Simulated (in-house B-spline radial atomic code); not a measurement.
The numbers below are computed, except where a source is named.
**Extrapolating the RPA correlation energy in partial waves: the aluminium ion Al³⁺**

All-electron RPA on r2SCAN orbitals from an all-electron radial atomic-structure program (B-spline basis), non-relativistic, point nucleus, configuration [He] 2s2 2p6. With empty states up to angular momentum L the sums are:

```tsv
L	E_c(L) (hartree)
3	-0.538807
4	-0.570207
5	-0.582559
6	-0.588358
7	-0.591425
```

For large l each further wave adds A/(l + 1/2)⁴, because the basis must build the cusp where two electrons meet.

Task: Estimate the limit from L = 6 and L = 7.

Result: Wave 7 adds -0.003067, against a sum of (l + 1/2)⁻⁴ of 3.16049e-04, so A = -9.7042. The sum over l > 7 is ζ(4, 8.5) = 6.4602e-04, close to 1/(3 × 8³) = 6.5104e-04. The tail is -0.006269 and the limit -0.59769 hartree.

Task: How good is the estimate?

Result: A run to L = 11 sums to -0.59542 and extrapolates to -0.59698 hartree, 0.08 millihartree from the run before. The estimate differs from that by -0.71 millihartree, while the bare sum at L = 7 misses 5.6 millihartree (0.9 %).
